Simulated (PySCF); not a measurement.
Gas-phase reaction: TiCl4.NH3 + N2 → TiCl4 + 3 NH

Energies from PySCF, thermal terms from the rigid-rotor harmonic-oscillator model, ideal gas at 1 bar. † marks an energy on the PBE0/def2-TZVP geometry and frequencies; other levels use their own. Open shells (unrestricted): NH (multiplicity 3); the rest are closed-shell singlets. B3LYP is the form with VWN-RPA correlation. Adducts (TiCl4.NH3) have no counterpoise correction, and HF, PBE, BLYP, B3LYP and PBE0 lack dispersion. TiCl4.NH3: computed as isolated molecules; such fragments, hydroxides, amides, oligomers or adducts are transient or little studied in the gas. The harmonic model lacks anharmonicity and excited electronic states, which grow with temperature; levels with a mode under 35 cm⁻¹ are left out. Soft modes under 120 cm⁻¹ make the harmonic entropy rough for TiCl4.NH3, TiCl4.

```csv
level,"ΔE electronic, kJ","ΔH°(298 K), kJ","ΔS°(298 K), J/K","ΔG°(1000 K), kJ"
B3LYP/def2-TZVP†,1168,1120,293,823
PBE/def2-SVP,1262,1216,291,921
PBE/def2-TZVP†,1232,1184,293,887
PBE0/def2-SVP†,1199,1151,293,854
PBE0/def2-TZVP,1176,1128,293,831
```
ΔH° is lowest at B3LYP/def2-TZVP† and highest at PBE/def2-SVP. No reference value is set beside these.
